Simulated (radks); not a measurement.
Results of a calculation; reference values are marked as such.
The selenium ion Se+ inside a hard spherical wall (all orbitals vanish at R), configuration held at [Ar] 3d10 4s2 4p3 and not refilled when levels cross. Code: a radial shooting solver on a logarithmic mesh with Libxc functionals. Model: non-relativistic Kohn-Sham, PBEsol, spin-polarised, spherical densities, point nucleus; open shells are filled with parallel spins first. Eigenvalues in eV for spin up, with the zero of energy where the potential of the charges vanishes at infinity; a dash marks a level that is unbound or too diffuse for the functional's potential to be trusted. A positive occupied level is held by the wall or, in an anion where self-interaction has pushed it up, behind a barrier. The pressure on the wall is -dE/dV.

| R (bohr) | E (hartree) | kinetic (hartree) | e(3p) | e(3d) | e(4s) | e(4p) | e(5s, empty) | e(4d, empty) | pressure (GPa) |
|---|---|---|---|---|---|---|---|---|---|
| free | -2399.22103 | 2397.633 | -161.47 | -64.807 | -27.233 | -16.405 | - | - | 0 |
| 20 | -2399.22103 | 2397.633 | -161.47 | -64.807 | -27.233 | -16.405 | - | - | < 0.0001 |
| 12 | -2399.22103 | 2397.633 | -161.47 | -64.807 | -27.233 | -16.405 | -5.333 | -3.909 | < 0.0001 |
| 10 | -2399.22103 | 2397.633 | -161.47 | -64.807 | -27.233 | -16.404 | -5.258 | -3.865 | < 0.0001 |
| 6 | -2399.21736 | 2397.670 | -161.30 | -64.638 | -27.111 | -16.268 | -2.438 | -2.689 | 0.450 |
| 4 | -2399.07056 | 2398.586 | -158.45 | -61.825 | -25.023 | -13.650 | 13.579 | 3.559 | 40.7 |
| 1.5 | -2373.08232 | 2480.129 | -85.375 | 13.523 | 127.20 | 153.76 | 502.18 | 196.26 | 75500 |
